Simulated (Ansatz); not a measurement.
Geometry optimisation, Ansatz 0.2.0, RKS PBE/def2-SVP.

Input:

```yaml
crystal:
  periodic: [false, false, false]
  atoms:
    - { symbol: Al, position_ang: [0.131816, -0.583812, -0.449503] }
    - { symbol: F, position_ang: [0.106706, 0.146169, 2.334914] }
    - { symbol: Cl, position_ang: [1.75751, 0.574627, -1.143991] }
    - { symbol: O, position_ang: [-1.409614, -0.041329, -0.960053] }
    - { symbol: H, position_ang: [-2.255939, -0.451652, -0.724957] }
    - { symbol: Si, position_ang: [0.569767, -2.628034, 0.630838] }
    - { symbol: H, position_ang: [-0.304902, -3.784227, 0.214395] }
    - { symbol: H, position_ang: [2.009922, -3.059472, 0.547639] }
    - { symbol: H, position_ang: [0.28775, -2.46844, 2.122863] }
    - { symbol: H, position_ang: [0.222386, -0.767832, 2.501455] }
basis:
  gaussian: { orbitals: def2-SVP }
hamiltonian:
  xc: pbe
relax:
  f_tol: 0.03
  max_steps: 50
```

Launched with:

```bash
$ ansatz run input.yaml --threads 2 --pin off --max-ram 3072MiB --backend cpu --events-out ev --progress --plain --runs-dir out
```

Question: Where does it end, and by what steps?

Answer: The forces met the threshold. After 14 steps the energy has fallen by 0.362 eV; F2 moved furthest, 0.56 Å. Joined: Al1–F2 (2.88 → 2.04 Å).

| step | energy less start (eV) | largest force component (eV/Å) | accepted |
| --- | --- | --- | --- |
| 0 | 0.0000 | 0.914 | yes |
| 1 | -0.1205 | 0.747 | yes |
| 2 | -0.2502 | 0.377 | yes |
| 3 | -0.3209 | 0.335 | yes |
| 4 | -0.3004 | 0.347 | no |
| 5 | -0.3433 | 0.091 | yes |
| 6 | -0.3507 | 0.124 | yes |
| 7 | -0.3505 | 0.161 | no |
| 8 | -0.3563 | 0.099 | yes |
| 9 | -0.3594 | 0.080 | yes |
| 10 | -0.3602 | 0.097 | yes |
| 11 | -0.3609 | 0.080 | yes |
| 12 | -0.3615 | 0.072 | yes |
| 13 | -0.3617 | 0.062 | yes |
| 14 | -0.3619 | 0.024 | yes |

```xyz
10
Properties=species:S:1:pos:R:3
Al 0.084 -0.410 -0.185
F -0.033 -0.003 1.810
Cl 1.752 0.771 -0.761
O -1.430 0.066 -0.843
H -2.209 -0.505 -0.911
Si 0.593 -2.676 0.655
H -0.453 -3.759 0.597
H 1.950 -3.279 0.421
H 0.632 -2.360 2.183
H 0.228 -0.908 2.108
```

The run took 29 s on 2 threads of AMD EPYC 7B13 (Zen 3), on a shared host, peak memory 0.2 GiB.
